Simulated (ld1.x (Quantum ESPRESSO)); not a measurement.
# How hard is this silicon TM semilocal potential?

* Element: silicon (Si)
* Generator: ld1.x (Quantum ESPRESSO) 7.5
* Type: norm-conserving Troullier–Martins (semilocal form)
* Functional: PBEsol
* Relativity: scalar-relativistic
* Frozen core: [He]
* Valence charge: 12
* Reference configuration: 2s2 2p6 3s1.75 3p2.25
* Partial waves: 2p (bound): rc 0.70 bohr; 2s (bound): rc 0.55 bohr
* Local potential: the s channel
* Core correction: none

Occupied shells without a wave of their own: 3p, 3s. They enter only through the test configuration that unscreens the potential.

The pseudo-atom Hamiltonian at the reference potential is diagonalised in spherical Bessel functions j_l(qr) that vanish at 20 bohr, with q² up to the cutoff. All-electron valence levels (Ry): 2p -7.0447, 3p -0.3095, 2s -10.2570, 3s -0.8059.

Task: How do the lowest levels (Ry) of each channel move with the cutoff, and are there ghosts?

Result:

| cutoff (Ry) | p #1 | p #2 | p #3 | s #1 | s #2 | Σ f·Δε (mRy) |
| --- | --- | --- | --- | --- | --- | --- |
| 8 | -1.0213 | -0.0025 | 0.0840 | -6.7065 | -0.4238 | 44582.0 |
| 18 | -1.8774 | -0.0397 | 0.0611 | -9.0931 | -0.6696 | 34158.2 |
| 35 | -3.0041 | -0.0965 | 0.0462 | -9.8115 | -0.7695 | 25658.7 |
| 55 | -3.9573 | -0.1477 | 0.0389 | -9.8446 | -0.7783 | 19742.9 |
| 90 | -5.3265 | -0.2198 | 0.0321 | -9.9746 | -0.7862 | 11091.5 |
| 140 | -6.4871 | -0.2764 | 0.0281 | -10.1730 | -0.8022 | 3575.5 |
| 230 | -7.0172 | -0.3021 | 0.0265 | -10.2453 | -0.8091 | 180.8 |
| 400 | -7.0439 | -0.3037 | 0.0264 | -10.2532 | -0.8096 | 0.0 |

Result: no extra level below or beside the all-electron valence levels (p, s tested); the semilocal form is local in each channel, so this says nothing of the separable form that plane-wave codes build from it; 10 mRy is reached at over 300 Ry and 1 mRy at over 300 Ry.

Its largest configuration-test error is +385 meV.
